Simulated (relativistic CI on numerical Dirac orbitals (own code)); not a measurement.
## Pr³³⁺: sensitivity of the levels to the model

Base calculation: Dirac-Coulomb-Breit CI, separate exchange-only KLI orbitals for each configuration, QED by a radiative potential, unscaled Slater integrals.

Configurations in the expansion (outside the closed core [Ne]): 3s2 3p6 3d8, 3s2 3p5 3d9, 3s2 3p4 3d10, 3s 3p6 3d9, 3p6 3d10, 3s 3p5 3d10, 3s2 3p6 3d7 4s, 3s2 3p6 3d7 4p, 3s2 3p6 3d7 4d, 3s2 3p4 3d9 4s, 3s2 3p4 3d9 4p, 3s2 3p5 3d8 4s, 3s2 3p6 3d7 4f, 3s2 3p4 3d9 4d, 3s2 3p5 3d8 4p, 3s 3p5 3d9 4s, 3s2 3p6 3d6 4s2, 3s 3p5 3d9 4p, 3s2 3p5 3d8 4d, 3s2 3p6 3d6 4s 4p, 3s 3p6 3d8 4s, 3s 3p5 3d9 4d, 3s2 3p6 3d7 5s, 3p6 3d9 4s, 3s2 3p6 3d6 4p2, 3s2 3p6 3d7 5p, 3s2 3p6 3d6 4s 4d, 3s2 3p5 3d8 4f, 3s 3p6 3d8 4p, 3p6 3d9 4p, 3s2 3p6 3d7 5d, 3s2 3p6 3d6 4p 4d, 3s2 3p5 3d7 4s2, 3s2 3p6 3d7 5f, 3s2 3p6 3d7 5g, 3p6 3d9 4d. Levels of other configurations are missing.

Variants: (1) valence Slater integrals scaled by 0.9; (2) Breit term removed. Shifts of the energy above 3s2 3p6 3d8 3F_4, in eV, for the lowest level and the first level of each name with at least 55 % of one term (blank where a level changes its place among those of its configuration and J or its character, or is not in the variant):

| Level | Base | Δ(1) | Δ(2) |
| --- | --- | --- | --- |
| 3s2 3p6 3d8 3F_4 | 0.000 | 0.000 | 0.000 |
| 3s2 3p6 3d8 3P_0 | 19.473 | -1.612 | -0.525 |
| 3s2 3p6 3d8 3F_3 | 20.334 | +0.109 | +0.447 |
| 3s2 3p6 3d8 3P_1 | 30.880 | -0.881 | +0.086 |
| 3s2 3p6 3d8 1G_4 | 32.123 | -1.151 | +0.711 |
| 3s2 3p6 3d8 1S_0 | 64.783 | -2.223 | +0.537 |
| 3s2 3p5 3d9 3F°_4 | 284.293 | +0.833 | +1.264 |
| 3s2 3p5 3d9 1D°_2 | 290.783 | +0.356 | +1.142 |
| 3s2 3p5 3d9 3D°_3 | 301.367 | -0.460 | +1.333 |
| 3s2 3p5 3d9 3P°_1 | 310.105 | -1.320 | +1.045 |
| 3s2 3p5 3d9 3D°_2 | 316.658 | -0.295 | +1.707 |
| 3s2 3p5 3d9 3P°_0 | 321.115 | -0.630 | +1.476 |
| 3s2 3p5 3d9 3F°_2 | 409.173 | +0.457 | +3.068 |
| 3s 3p6 3d9 3D_3 | 559.250 | +0.011 | +1.067 |
| 3s 3p6 3d9 3D_1 | 581.307 | +0.003 | +1.535 |
| 3s2 3p4 3d10 3P_2 | 603.134 | -1.507 | +2.149 |
| 3s2 3p4 3d10 1S_0 | 606.839 | -1.490 | +2.223 |
| 3s2 3p4 3d10 3P_1 | 691.631 | +0.175 | +3.635 |
| 3s2 3p4 3d10 1D_2 | 704.149 | -1.595 | +3.706 |
| 3s2 3p4 3d10 3P_0 | 803.716 | -0.728 | +4.858 |
| 3s 3p5 3d10 3P°_2 | 845.981 | +0.254 | +2.326 |
| 3s2 3p6 3d7 4s 5F_5 | 868.263 | +0.650 | +0.278 |

At this charge energies of transitions that change n are usually good to better than 1 %, and those within a shell (Δn = 0) to a few per cent. Terms inside the open d or f shell come out 10 to 20 % too wide with unscaled integrals.

Ionisation energy from the two ground configurations alone: base 2202.63 eV; valence Slater integrals scaled by 0.9 2203.11 eV; Breit term removed 2203.65 eV. The NIST ASD value (theoretical) is 2202 eV.

LS names give the leading component of a level, which can be under half, so a name can repeat, a term be missing and a line seem to break the LS rules.
